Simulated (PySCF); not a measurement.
# A bond scan of BClHO cation

These are calculations, not measurements. They come from PySCF 2.14.0, an open-source quantum chemistry program, on an isolated molecule that a program drew, which may never have been made. The molecule is BClHO cation (charge +1, singlet), drawn as the SMILES string `O[B+]Cl`.

The structure below is the HF double-zeta minimum with every atom moved a little at random, so it isn't optimised. Bond O1-H4 is then set to each length in the table by shifting atom 4 along it, with nothing else relaxed.
```xyz
4
BClHO cation, angstrom
O    -1.5888   -1.9389    0.5153
B    -2.4299   -1.0220    0.3896
Cl   -3.4972    0.2509    0.2362
H    -1.5034   -2.7093    1.0427
```

E is the energy above the same method's energy at the HF double-zeta minimum. IE is the energy to remove one electron at fixed geometry, to the doublet state of charge +2, as a difference of total energies. The basis family is cc-pV(n+d)Z, with UHF for radicals and no spin-orbit coupling. Best is HF at quadruple zeta, plus MP2 correlation extrapolated from triple and quadruple zeta, plus CCSD(T) minus MP2 at triple zeta, with a frozen core. The other columns are at triple zeta.

| bond (Å) | E PBE (kcal/mol) | E B3LYP (kcal/mol) | E CCSD(T) (kcal/mol) | E best (kcal/mol) | IE PBE (eV) | IE B3LYP (eV) | IE CCSD(T) (eV) | IE best (eV) | T1 |
|---|---|---|---|---|---|---|---|---|---|
| 0.8365 | 15.50 | 14.80 | 14.38 | 14.22 | 19.794 | 19.993 | 19.990 | 20.184 | 0.014 |
| 0.9375 | 1.30 | 1.43 | 1.17 | 1.38 | 19.653 | 19.858 | 19.865 | 20.059 | 0.015 |
| 0.9545 | ? | ? | ? | ? | ? | ? | ? | ? | ? |
| 1.1285 | 9.22 | 10.69 | 11.06 | 11.48 | 19.369 | 19.581 | 19.608 | 19.805 | 0.015 |
| 1.5235 | 56.29 | 60.07 | 62.26 | 62.17 | 18.749 | 18.949 | 19.017 | 19.220 | 0.017 |
| 1.5365 | 57.75 | 61.60 | 63.86 | 63.75 | 18.729 | 18.928 | 18.996 | 19.199 | 0.017 |

T1 is the CCSD diagnostic of the starting molecule.

**Estimate the best E and IE at 0.9545 Å from the other rows.**

A least-squares cubic in the inverse of the bond length through the other values of E best gives 0.98 kcal/mol there. A least-squares quadratic in the bond length through IE best gives 20.037 eV. The calculation gives 0.95 kcal/mol and 20.038 eV, so the fits miss by 0.03 kcal/mol and 0.001 eV. The same recipe one zeta lower moves these two values by 0.22 kcal/mol and 0.09 eV, a gauge of their own error. The rest of the row: E is 0.66 (PBE), 0.92 (B3LYP), 0.70 (CCSD(T)); IE is 19.629 (PBE), 19.834 (B3LYP), 19.843 (CCSD(T)); T1 is 0.015.
